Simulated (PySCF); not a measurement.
ReCl4, SMILES [Cl][Re]([Cl])([Cl])[Cl] (connectivity only; charge and spin as stated), neutral, multiplicity 4. Atoms are numbered in the order given.

```xyz
5

Re     0.0000     0.0000     0.0000
Cl    -1.1601    -1.1601    -1.5758
Cl    -1.1601     1.1601     1.5758
Cl     1.1601    -1.1601     1.5758
Cl     1.1601     1.1601    -1.5758
```
Charge 0, spin multiplicity 4.

The structure is a stationary point at B3LYP-D3(BJ)/def2-SVP. The spin state was assumed, not searched. The def2 effective core potentials stand for the cores of Re; spin–orbit coupling is left out.

Method: PBE0/def2-TZVP (PySCF).

ESP charges are fitted to the potential on shells at 1.4 to 2.0 van der Waals radii. Atomic charges (e):

```csv
atom,Löwdin,Mulliken,ESP fit,Mulliken spin
Re1,-0.32,1.02,0.29,2.58
Cl2,0.08,-0.26,-0.07,0.11
Cl3,0.08,-0.26,-0.07,0.11
Cl4,0.08,-0.26,-0.07,0.11
Cl5,0.08,-0.26,-0.07,0.11
```
